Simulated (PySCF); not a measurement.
Static response to an electric field

C4H7F2NO.
Structure used (GFN2-xTB), in Å, numbered top down from 1:
```
atom  x, y, z in Å
C1     2.3528    0.2373   -0.4738
N2     0.9780   -0.2010   -0.4484
C3     0.2709   -0.2899    0.6930
O4     0.7225   -0.0586    1.7918
C5    -1.1870   -0.7127    0.4811
C6    -2.0158    0.4856    0.0495
F7    -1.6139    0.9319   -1.1714
F8    -3.3180    0.1438   -0.0968
H9     2.6775    0.3588    0.5580
H10    2.9781   -0.5079   -0.9675
H11    2.4469    1.1900   -0.9977
H12    0.5166   -0.3274   -1.3356
H13   -1.2649   -1.4917   -0.2791
H14   -1.5863   -1.0823    1.4256
H15   -1.9620    1.3321    0.7494
```

Level: PBE0/def2-SVPD (PySCF), static field, nuclei fixed, core orbitals frozen in the response. The polarisability tensor in these axes (au):

```
x   72.44  2.38 -3.43
y    2.38 51.31 -0.73
z   -3.43 -0.73 63.79
```

Task: Diagonalise the tensor; give its mean and Δα, where Δα² is half the sum of the squared differences of the eigenvalues.

Result: Principal values 51.04, 62.60 and 73.91 au; mean 62.52 au = 9.26 Å³ = 10.31 × 10⁻⁴⁰ C²·m²/J; Δα = 19.81 au (32 % of the mean).

Task: What is the dipole moment, and where does it point?

Result: (0.99, -0.64, -2.21) D, 2.51 D in size, pointing from the negative to the positive side. Measured along this direction, the outermost atoms are H15 at the negative end and H10 at the positive end.

Task: How large is μ²/3kT at 273 K beside α?

Result: In Gaussian units μ²/3kT = 55.61 Å³ against 9.26 Å³, a ratio of 6.00; the Debye molar polarisation (4π/3)N_A(α + μ²/3kT) is 163.7 cm³/mol, leaving out the vibrational part.

Task: Give the principal axes and the span of the nuclei along them.

Result: Largest value along (0.94, 0.11, -0.33), where the nuclei span 6.12 Å; middle along (0.33, 0.01, 0.94), 3.56 Å; least along (-0.11, 0.99, 0.03), 2.91 Å. The response follows the extents in order.

Task: Rayleigh depolarisation ratio (linearly polarised light, static tensor)?

Result: ρ = 3Δα²/(45ᾱ² + 4Δα²) = 1177.5/(175870 + 1570.0) = 0.00664.

Geometry: GFN2-xTB, one conformer, isolated molecule.
